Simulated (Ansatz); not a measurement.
H8NO2Si2Y (`[NH2][Y]([O][SiH3])[O][SiH3]`). Charge 0, multiplicity 1. Y: def2 effective core potential.

| atom | x (Å) | y (Å) | z (Å) |
| --- | --- | --- | --- |
| N1 | 1.8416 | -0.7818 | -2.0376 |
| Y2 | 0.4764 | -0.2003 | -0.5023 |
| O3 | -0.7156 | -1.6602 | 0.3277 |
| Si4 | -1.6862 | -2.7668 | 1.0123 |
| O5 | 0.4188 | 1.7880 | 0.0311 |
| Si6 | 0.3280 | 3.3430 | 0.4884 |
| H7 | 2.4816 | -0.1800 | -2.5423 |
| H8 | 1.9773 | -1.7144 | -2.4095 |
| H9 | -1.3239 | -2.9811 | 2.4428 |
| H10 | -3.1121 | -2.3334 | 0.9593 |
| H11 | -1.5821 | -4.0794 | 0.3124 |
| H12 | 1.3766 | 3.6611 | 1.4998 |
| H13 | 0.5195 | 4.2550 | -0.6758 |
| H14 | -0.9999 | 3.6502 | 1.0936 |

**Question.** List the harmonic frequencies (cm⁻¹, unscaled) at PBE0-D4/def2-TZVP in Ansatz. (Best estimate.)

**Answer.** Computed: 13i, 6, 25, 31, 62, 92, 115, 124, 146, 335, 345, 365, 445, 546, 572, 731, 733, 734, 736, 954, 955, 957, 958, 971, 997, 1011, 1043, 1553, 2191, 2191, 2192, 2192, 2201, 2203, 3534, 3618.
